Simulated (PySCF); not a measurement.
## [Pb(OH)3]+ at several levels of theory

Computed with PySCF 2.14.0 (density fitting, no spin-orbit coupling) at the geometry relaxed with r2SCAN:

```xyz
7
[Pb(OH)3]+ (singlet)
Pb    0.5753   -0.0179    0.0891
O    -0.3150    0.0281    1.9363
H    -1.2907    0.0467    1.8528
O    -0.2053   -0.0207   -1.8247
H    -1.1841   -0.0047   -1.8182
O     2.6114   -0.0466    0.1712
H     2.9814   -0.0732   -0.7355
```

| level | basis | state | HOMO (eV) | gap (eV) | charge on Pb1 (e) | dipole about the centre of mass (D) | largest force component (eV/Å) |
| --- | --- | --- | --- | --- | --- | --- | --- |
| r2SCAN | Pb def2-SVP with ECP60, O def2-SVP, H def2-SVP | singlet | -13.57 | 2.60 | 1.26 | 3.22 | 0.02 |
| CAM-B3LYP | the same | singlet | -16.39 | 7.22 | 1.26 | 3.34 | 0.68 |
| wB97X | the same | singlet | -17.43 | 9.28 | 1.30 | 3.36 | 0.80 |
| PBE | the same | singlet | -13.09 | 2.13 | 1.14 | 3.08 | 0.43 |
| r2SCAN | Pb def2-TZVP with ECP60, O def2-TZVP, H def2-TZVP | singlet | -13.72 | 2.66 | 1.36 | 3.03 | 0.56 |
| r2SCAN | Pb x2c-SVPall, O x2c-SVPall, H x2c-SVPall | singlet | -13.56 | 2.56 | 1.30 | 3.21 | 0.36 |

Charges are Mulliken's, which hang on the basis. The relaxation used the grid (50, 194), these runs (75, 302) or, all-electron (x2c bases, spin-free X2C Hamiltonian), (99, 590).

(1) What does TPSSh with Pb def2-SVP with ECP60, O def2-SVP, H def2-SVP give here?

No frequency check is given that shows the relaxed geometry to be a minimum.

Results:

(1) state singlet, HOMO (eV) -13.95, gap (eV) 3.38, charge on Pb1 (e) 1.25, dipole about the centre of mass (D) 3.19, largest force component (eV/Å) 0.13. Time: 5.2 s on 2 threads of Arm Neoverse V2 (shared host), from an already converged density.
